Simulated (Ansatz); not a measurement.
Stepwise reaction of `[NH]=[V]([F])([F])[Cl]` with hydrogen chloride, as a gas-phase model of exchange steps in deposition or etching. ΔE in kJ/mol.

Calculated with Ansatz (gas phase, PBE0-D4/def2-TZVP geometries, no zero-point term in ΔE). CBS: MP2 limit from def2 TZ/QZ plus the TZ coupled-cluster correction, frozen cores. This one scheme is used for every species. DFT in def2-TZVPP. B3LYP here is the variant with VWN-RPA as its local correlation; programs differ in this. For V outer-core shells are correlated without core-valence functions, which leaves a few kJ/mol of doubt a bond. Scalar relativity is left out up to krypton. One conformer a species, not always the lowest.

| step | reaction | PBE-D4 | B3LYP-D4 | ωB97M-V | CCSD(T)/CBS |
| --- | --- | --- | --- | --- | --- |
| 1 | `[NH]=[V]([F])([F])[Cl]` + HCl → `[NH]=[V]([F])([Cl])[Cl]` + H–F | 6.0 | 5.5 | 8.1 | -6.2 |
| 2 | `[NH]=[V]([F])([Cl])[Cl]` + HCl → `[NH]=[V]([Cl])([Cl])[Cl]` + H–F | 4.7 | 4.3 | 7.1 | -9.2 |

Question: By hand: ΔE of the 2 steps together at CCSD(T)/CBS.

Answer: (-6.2) + (-9.2) = -15.4 kJ/mol, or -7.7 kJ/mol a step.

In ΔE the steps differ by no more than 3.0 kJ/mol. All are downhill at CCSD(T)/CBS. PBE-D4 differs from CCSD(T)/CBS by 12.2 to 13.9 kJ/mol a step. Isolated molecules leave out the surface, adducts and barriers. Largest T1 diagnostic: 0.031.
